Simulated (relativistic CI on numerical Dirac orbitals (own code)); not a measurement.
**What each ingredient does to the levels of Mo IX**

Base calculation: Dirac-Coulomb-Breit CI, orbitals from a KLI potential per configuration, model QED, unscaled Slater integrals.

Configurations in the expansion (outside the closed core [Ar] 3d10): 4s2 4p4, 4s 4p5, 4p6, 4s2 4p3 4d, 4s 4p4 4d, 4s2 4p3 4f, 4s 4p4 4f, 4s2 4p3 5s, 4p5 4d, 4s2 4p3 5p, 4s 4p3 4d2, 4s2 4p2 4d 5p, 4p4 4d2, 4p3 4d3, 4p3 4d2 4f, 4p3 4d2 5s. Double excitations out of closed p, d and f shells are left out; levels of such configurations are missing from the list, as are those of other unlisted configurations, and high levels can miss mixing partners. These lack a partner that the ground configuration has and come out too high: 4s2 4p3 5p.

Variants: (1) valence Slater integrals scaled by 0.9; (2) Breit term removed. Shifts of the energy above 4s2 4p4 3P_2, in cm⁻¹, for the lowest level and the first level of each name with at least 55 % of one term (blank where a level changes its place among those of its configuration and J or its character, or is not in the variant):

```csv
Level,Base,Δ(1),Δ(2)
4s2 4p4 3P_2,0,0,0
4s2 4p4 3P_0,18328,-798,+175
4s2 4p4 3P_1,20146,+274,+365
4s2 4p4 1D_2,37177,-1491,+363
4s2 4p4 1S_0,80952,-4584,+561
4s 4p5 3P°_2,222885,+6199,+142
4s 4p5 3P°_1,235945,+6074,+322
4s 4p5 3P°_0,245892,+6320,+518
4s 4p5 1P°_1,290187,+2529,+469
4s2 4p3 4d 5D°_0,313638,+5498,+622
4s2 4p3 4d 5D°_1,314193,+5569,+657
4s2 4p3 4d 5D°_2,314205,+5425,+657
4s2 4p3 4d 5D°_3,314425,+5353,+690
4s2 4p3 4d 5D°_4,316392,+5445,+799
```

At this charge configurations can still be misplaced by up to about 7 % of their energy.

Ionisation energy from the two ground configurations alone: base 162.337 eV; valence Slater integrals scaled by 0.9 162.573 eV; Breit term removed 162.426 eV. The NIST ASD value (measured) is 164.12 eV.

LS names give the leading component of a level, which can be under half, so a name can repeat, a term be missing and a line seem to break the LS rules.
